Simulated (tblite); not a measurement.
A tight-binding relaxation on `C#C[C@@](F)(CC)[SiH2]O`.

Computed with GFN2-xTB geometry optimisation, gas phase (tblite 0.8.0). Start geometry: from a force field or distance geometry. The command runs a driver script over a list of jobs; the input below is this job's line of settings and its coordinates in Å.

Command:
```bash
OMP_NUM_THREADS=1 python probes_run.py task.json out
```

Input:
```
{"job": {"kind": "relax", "xc": "GFN2-xTB", "basis": "xTB"}, "charge": 0, "multiplicity": 1}
C      0.334200     2.629800     0.902200
C      0.352500     1.496100     0.517100
C      0.402600     0.078600     0.082700
F      1.067500    -0.626200     1.025800
C     -1.023900    -0.517200    -0.029900
C     -1.782500    -0.554800     1.285700
Si     1.422200    -0.108500    -1.535300
O      1.761600    -1.696800    -1.908900
H      0.304700     3.639200     1.245300
H     -0.960000    -1.550400    -0.396600
H     -1.622800     0.040900    -0.772000
H     -1.972800     0.448900     1.674700
H     -2.750700    -1.045800     1.163000
H     -1.213500    -1.114500     2.041600
H      2.727500     0.587500    -1.404200
H      0.691300     0.492200    -2.666000
H      2.255100    -2.187000    -1.234900
```

Output:
```
step      E/eV     max force
  0    -701.81586    1.981
  1    -701.91650    2.047
  2    -701.89537    3.517
  3    -701.95881    0.295
  4    -701.96601    0.294
  5    -701.99386    0.298
  6    -701.99949    0.241
  7    -702.00452    0.147
  8    -702.00705    0.182
  9    -702.01134    0.201
... (31 lines left out)
 41    -702.03104    0.029
 42    -702.03113    0.025
 43    -702.03119    0.017
 44    -702.03124    0.015
 45    -702.03128    0.018
 46    -702.03132    0.019
 47    -702.03137    0.016
 48    -702.03139    0.012
 49    -702.03141    0.011
 50    -702.03144    0.010
```

«max force» is the largest atomic force in eV/Å.

Problem. From which step on does the largest force stay under 0.1 eV/Å, and how much energy is left to gain from there?

Solution. From step 15 (0.073 eV/Å), 8.8 meV above the end.

Summary of the converged run: energy lowered by 5.0 kcal/mol over 50 steps; largest atomic force 0.010 eV/Å at the end.

Problem. Where do the atoms end?

Solution. 0.100 Å rms from the input after alignment:
```
atom  x, y, z in Å
C1     0.3005    2.5823    0.9262
C2     0.3309    1.4482    0.5426
C3     0.4054    0.0878    0.0683
F4     1.1385   -0.6781    1.0123
C5    -0.9859   -0.5365   -0.0531
C6    -1.7465   -0.5344    1.2694
Si7    1.4458   -0.0482   -1.5635
O8     1.7095   -1.6204   -1.8496
H9     0.2590    3.5776    1.2544
H10   -0.8747   -1.5633   -0.4101
H11   -1.5395    0.0282   -0.8058
H12   -1.8880    0.4852    1.6224
H13   -2.7209   -1.0023    1.1458
H14   -1.1901   -1.0857    2.0245
H15    2.6860    0.6878   -1.3371
H16    0.6527    0.3890   -2.7005
H17    2.0103   -2.2052   -1.1562
```

Time: 0.55 s of wall time. Hardware: one thread of an Arm Neoverse N1, shared host with 64 logical CPUs at a one-minute load of 50.
Labels such as C1 count atoms from 1, the log's own numbers from 0.
